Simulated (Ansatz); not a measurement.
The same path of CH2FSSi (6 atoms, charge -1, multiplicity 1) was run twice with different band settings. Lost on the way: Si2–S4, C3–H5. Made: S4–H5.

Method: Ansatz 0.2.0, RKS PBE-D4/def2-SVP.

Relaxed end points:

```xyz
6
Properties=species:S:1:pos:R:3
F -0.390 -1.843 1.112
Si 0.054 -1.303 -0.453
C 0.330 0.590 -0.092
S -1.353 0.441 -0.840
H 1.041 1.194 -0.696
H 0.318 0.921 0.969
```

```xyz
6
Properties=species:S:1:pos:R:3
F -0.059 -2.280 1.418
Si -0.231 -1.589 -0.143
C -0.116 0.165 0.192
S -0.439 1.294 -1.149
H 0.822 1.765 -1.505
H 0.023 0.644 1.186
```

Common settings: movable images 9; climbing image yes; spring 5.0 eV/Å²; optimiser quadratic models (default); start path through a guess of the saddle point; end points relaxed.

| run | force threshold | iteration limit |
| --- | --- | --- |
| 1 | 0.05 eV/Å | 59 |
| 2 | 0.5 eV/Å | 60 |

Q: What does each run give, and how far can it be trusted?

A: Run 1: converged after 15 iterations, highest image 3.099 eV above the first end. Neighbouring images differ by up to 1.4 eV, so the band resolves the path poorly. A vibrational analysis at the climbing image gives one clearly imaginary mode, 889i cm⁻¹: a first-order saddle point.
Run 2: converged after 6 iterations, highest image 3.140 eV above the first end. The threshold of 0.5 eV/Å is loose, so the images may lie well off the minimum-energy path. Neighbouring images differ by up to 1.2 eV, so the band resolves the path poorly. The order of the stationary point at the top wasn't checked.
The orbitals stay closed-shell, which can raise the energy where a bond breaks towards radicals; this wasn't checked here. Limits of this set-up: an anion without diffuse functions, the dipole of an ion depends on the origin.
